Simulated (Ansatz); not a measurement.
C$_{2}$H$_{4}$FGeNO, SMILES `[OH][GeH]1[NH]C=[C]1F`, relaxed with RKS PBE0-D4/def2-TZVP in Ansatz from a PBE-D4/def2-SVP geometry. The force threshold is 0.005 eV/Å; the program also tests the step.

The species carries charge 0 and has multiplicity 1.

Start:

```xyz
10

O    -2.162   -0.198   -0.896
Ge   -0.840    0.122    0.267
N     0.716    0.995   -0.483
C     1.481   -0.164   -0.152
C     0.646   -1.139    0.315
F     0.879   -2.439    0.517
H    -2.940    0.361   -0.719
H    -1.421    0.811    1.538
H     1.072    1.865   -0.059
H     2.570   -0.215   -0.329
```

(1) By how much does the energy fall, and how many steps does the optimiser take? (Estimate.)

(2) Which bonds change most? (Best estimate.)

(3) Give the relaxed structure. (An estimate is asked.)

Answers

(1) The calculation gave: 0.06 eV, in 8 steps.

(2) Ansatz gave: Ge2–N3 from 1.936 to 1.901 Å; O1–Ge2 from 1.790 to 1.765 Å; C4–C5 from 1.366 to 1.341 Å.

(3) Ansatz gave: 
```xyz
10

O    -2.130   -0.133   -0.916
Ge   -0.826    0.138    0.242
N     0.714    0.987   -0.481
C     1.472   -0.174   -0.148
C     0.636   -1.123    0.297
F     0.881   -2.406    0.533
H    -2.946    0.307   -0.668
H    -1.410    0.789    1.510
H     1.066    1.838   -0.055
H     2.545   -0.224   -0.314
```
